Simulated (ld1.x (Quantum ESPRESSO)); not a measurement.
# Reading a pseudo-wave (S (Z = 16))

Columns: radius, all-electron u(r) and pseudo u(r) of the 3s shell (level -17.51 eV) of sulfur in the configuration [He] 2s2 2p6 3s1.5 3p4.5; LDA (PZ), non-relativistic, PAW scheme, ld1.x (Quantum ESPRESSO) 7.5.

```
r (bohr)  all-electron   pseudo
   0.040        0.2166  -0.1322
   0.080        0.1750  -0.2559
   0.120        0.0384  -0.3637
   0.160       -0.1133  -0.4495
   0.200       -0.2434  -0.5090
   0.240       -0.3376  -0.5406
   0.280       -0.3935  -0.5445
   0.320       -0.4137  -0.5230
   0.360       -0.4038  -0.4799
   0.400       -0.3694  -0.4197
   0.440       -0.3165  -0.3471
   0.480       -0.2499  -0.2666
   0.520       -0.1742  -0.1818
   0.560       -0.0929  -0.0955
   0.600       -0.0090  -0.0095
   0.640        0.0752   0.0752
   0.680        0.1578   0.1578
   0.720        0.2375   0.2375
   0.760        0.3131   0.3131
   0.800        0.3841   0.3841
   0.840        0.4499   0.4499
   0.880        0.5102   0.5102
   0.920        0.5649   0.5649
   0.960        0.6140   0.6140
   1.000        0.6577   0.6577
   1.040        0.6960   0.6960
```

Problem. How many radial nodes do the two functions have?

Solution. The all-electron 3s function has n − l − 1 = 2; the pseudo-wave has 1, since 1 lower shell of the same l stays in the valence.

Problem. At about which radius was the pseudo-wave matched?

Solution. 0.70 bohr. The columns agree to 0.0005 from 0.64 bohr on; several derivatives are matched, so the curves merge somewhat inside the radius.

Problem. Is the pseudo-wave norm-conserving?

Solution. No, it belongs to a PAW set: the norm inside the radius is not constrained, and the difference is carried by the augmentation charge.
